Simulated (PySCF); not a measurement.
**Aluminium: a sound run and one with changed settings**

Sound run: Al⁺ [Ne] 3s2, Al²⁺ [Ne] 3s1. Computed with PySCF 2.14 in cc-pVDZ-DK, with scalar relativity by spin-free X2C-1e. In the sound run the correlated levels freeze [Ne]. The sound run starts from symmetry-adapted Hartree-Fock orbitals and uses a fine grid where one is needed.

Changed run: initial guess minao, at most 50 SCF cycles.

| species | method | sound run (hartree) | changed run (hartree) | converged |
| --- | --- | --- | --- | --- |
| Al⁺ | UHF | -242.10361 | -242.10361 | yes |
| Al⁺ | LDA | -241.51403 | -241.51403 | yes |
| Al⁺ | CCSD(T) | -242.14201 | -242.14201 | yes |
| Al²⁺ | PBE | -241.74870 | -241.74870 | yes |

Here the plain start reaches the same solutions.
